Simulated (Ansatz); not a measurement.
`[BH2][AlH][O][SiH3]` + `C1=C[SiH2]O1` → `BC1=C[SiH2]O1` + `[AlH2][O][SiH3]`  (formal exchange of groups at a B–Al bond)

Computed with Ansatz on PBE0-D4/def2-TZVP structures; ΔE is electronic, products minus reactants. CCSD(T)/CBS is the MP2 limit (def2-TZVPP, def2-QZVPP) plus CCSD(T) − MP2 in def2-TZVPP, frozen cores. DFT in def2-TZVPP. B3LYP here is the variant with VWN-RPA as its local correlation; programs differ in this. One conformer a species, not always the lowest.

| level | ΔE (kJ/mol) | difference from CCSD(T)/CBS |
| --- | --- | --- |
| B3LYP-D4 | -58.4 | -4.9 |
| r2SCAN0-D4 | -53.2 | 0.3 |
| BHLYP-D4 | -56.6 | -3.1 |
| ωB97X-V | -50.3 | 3.2 |
| revPBE | -47.7 | 5.8 |
| CCSD(T)/def2-SVP | -55.0 | -1.5 |
| SCS-MP2/def2-TZVPP | -57.9 | -4.4 |
| CCSD/def2-TZVPP | -50.7 | 2.8 |
| MP2/def2-QZVPP | -59.8 | -6.3 |
| CCSD/CBS(def2) | -51.1 | 2.4 |
| CCSD(T)/CBS | -53.5 | 0 |

Largest T1 diagnostic among the species: 0.014.

Leaving LDA and LC-ωPBE aside and taking each functional with its dispersion term where it has one, the values, not all of them listed here, spread over 14.6 kJ/mol, from B97M-V to PBE0-D4. LDA lies −7.2 kJ/mol from PBE without D4.
